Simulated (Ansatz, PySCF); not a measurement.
Caution: the highest occupied level lies above zero, so the state may not be bound. Another site gives an ion 1.50 eV lower (`O=C[O-]`) at the level frozen-core CCSD(T)/aug-cc-pVTZ // r2SCAN-D4/def2-TZVPD (Ansatz, a program for electronic structure).

Delta-SCF ions had no search for a lower state. 

Z-matrix (Å, degrees):
```
C
O 1 1.2275
O 1 1.4414 2 112.66
H 3 0.9878 1 103.97 2 0.00
```
Charge -1, spin multiplicity 1.

Problem. Predict the HOMO, total energy and vertical detachment energy (Delta-SCF) from r2SCAN-D4/def2-TZVPD (PySCF 2.14.0).

Solution. 
```yaml
HOMO: 1.26 eV
total_energy: -189.1342 Ha
vertical detachment energy (Delta-SCF): 1.79 eV
```
